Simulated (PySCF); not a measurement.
InAs, PBE0: how much the basis matters

PySCF, UKS reference; triplet, unpaired electrons π ↑↑; De to In + As without counterpoise correction.

```
      basis                           relativity  functions  Re (Å)  ωe (cm⁻¹)  De (eV)  μ (D)
 cc-pVDZ-PP  scalar-relativistic core potentials         46   2.759        178     1.78  -1.90
   def2-SVP  scalar-relativistic core potentials         58   2.758        180     1.82  -1.85
 cc-pVTZ-PP  scalar-relativistic core potentials         78   2.746        179     1.82  -1.88
def2-TZVPPD  scalar-relativistic core potentials        110   2.741        180     1.89  -2.00
```

(1) How does each smaller set differ from the one with most functions, def2-TZVPPD?

A positive dipole means In(−)As(+). Spin–orbit coupling is left out, which matters for elements this heavy, above all for dissociation energies. The state is the lowest determinant that a PBE0 search found; another state may lie lower at other levels.

## Answers

(1) cc-pVDZ-PP: +1.8 pm, -1.1 % in ωe, -0.11 eV in De; def2-SVP: +1.7 pm, +0.0 % in ωe, -0.07 eV in De; cc-pVTZ-PP: +0.5 pm, -0.6 % in ωe, -0.07 eV in De. All at PBE0; the set with most functions is neither the basis-set limit nor always the best.
